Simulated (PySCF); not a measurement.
SMILES CSc1cnc(C=S)nc1, C6H6N2S2

Cartesian coordinates in Å; atom numbers follow the order of the lines, from 1:
```xyz
16

C    -3.0458   -0.9349    0.3795
S    -2.4462    0.7593    0.4759
C    -0.7209    0.5778    0.2968
C     0.0833    1.7323    0.3244
N     1.3947    1.6826    0.1962
C     1.9583    0.4751    0.0344
C     3.4220    0.4796   -0.1037
S     4.3762   -0.8091   -0.3108
N     1.2887   -0.6781   -0.0058
C    -0.0247   -0.6314    0.1226
H    -2.8169   -1.3929   -0.5934
H    -4.1363   -0.8644    0.4881
H    -2.6490   -1.5542    1.1967
H    -0.3726    2.7215    0.4563
H     3.8325    1.4994   -0.0503
H    -0.5525   -1.5899    0.0865
```

Computed, not measured: quadratic response CAM-B3LYP/aug-cc-pVDZ first hyperpolarisability, Taylor convention, gas phase (PySCF 2.14.0). Geometry: PBE0-D3(BJ)/def2-SVP.

Task: Give the tensor of the second harmonic β(−2ω;ω,ω) at 1907 nm in the axes of these coordinates.

Result: In au, Taylor convention; rows are the first index (the induced dipole):
|  | xx | yy | zz | xy | xz | yz |
| --- | --- | --- | --- | --- | --- | --- |
| x | -3536.1 | -3.8 | -26.5 | +305.8 | +364.0 | -31.2 |
| y | +314.0 | +4.7 | -5.7 | -6.7 | -32.3 | +2.8 |
| z | +364.9 | +2.6 | -2.1 | -31.6 | -25.6 | -6.8 |

Norm of βᵢ = ⅓ Σⱼ (βᵢⱼⱼ + βⱼᵢⱼ + βⱼⱼᵢ): 3599.5 au, hyper-Rayleigh value 1497.9 au.
